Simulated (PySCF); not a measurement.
# Polarisability and C₆ of Ti⁺ (titanium, charge +1)

[Ar] 3d2 4s1, high-spin 4F determinant. All numbers are calculated (PySCF 2.14, scalar relativity by spin-free X2C-1e, in aug-cc-pVQZ-DK (9s8p6d4f3g2h, 140 functions)). Coupled (time-dependent) response in atomic units; α is the mean over directions.

| method | mean α (bohr³) | C₆ (like pair) | S(−4) |
| --- | --- | --- | --- |
| UHF | 62.70 | 427.6 | 3597 |

S(−4) is the Cauchy moment in α(ω) = α(0) + S(−4) ω² + …

α(iu) at UHF:

```tsv
u (hartree)	α(iu) (bohr³)
0	62.70
0.0500	54.93
0.100	40.55
0.200	21.23
0.300	12.93
0.500	6.829
0.750	4.245
1.00	3.067
1.50	1.913
2.00	1.327
3.00	0.7466
5.00	0.3304
```

A single London oscillator, α(iu) = α/(1 + u²/ω²), gives C₆ = (3/4) ω α². Matching the computed C₆ needs ω = 4 × 427.6 / (3 × 62.70²) = 0.145 hartree.

For an ion, C₆ is the dispersion term alone; charge-induced terms of lower order in 1/R come first.
